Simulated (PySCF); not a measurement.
Geometry (Å), atoms numbered from 1 in this order:
```xyz
14

F    -2.220    1.004   -1.022
C    -1.993    0.434    0.166
F    -1.956    1.417    1.072
F    -3.041   -0.334    0.449
C    -0.653   -0.347    0.150
F    -0.521   -0.946    1.363
F    -0.792   -1.363   -0.743
C     0.531    0.519   -0.174
Si    2.153   -0.512   -0.172
H     0.357    0.975   -1.147
H     0.575    1.316    0.568
H     2.332   -1.063    1.168
H     3.202    0.449   -0.509
H     2.024   -1.550   -1.189
```

All values are calculated (PySCF): GIAO PBE0/pcSseg-1 shieldings, geometry: GFN2-xTB. No relativistic terms, one computed conformer, one averaged value for each set of equivalent atoms, no solvent model.

Task: Predict the 2D correlation tables (HSQC, COSY, HMBC).

Result: 

HSQC (one-bond C–H):
| δH | δC |
| --- | --- |
| 1.59 (H10/H11) | 16.6 (C8) |

COSY cross peaks (H two or three bonds apart, from the bond graph; peaks can be absent where the dihedral angle is near 90°):
| δH | δH |
| --- | --- |
| 4.10 (H12/H13/H14) | 1.59 (H10/H11) |

HMBC (two and three bonds, from the bond graph):
| δH | δC |
| --- | --- |
| 4.10 (H12/H13/H14) | 123.8 (C5), 16.6 (C8) |
| 1.59 (H10/H11) | 129.5 (C2), 123.8 (C5) |

Chemical shifts δ = σref − σ; 1H and 13C against TMS, all at this level.

Shifts are as computed. Against solution values, carbons near 30 ppm lie about +3 ppm off and those near 130 ppm about +5 ppm. Of 1211 compounds with measured shifts, 218 miss one by over three times the rms of a fit or turn the order of signals round; such compounds aren't used in these exercises.
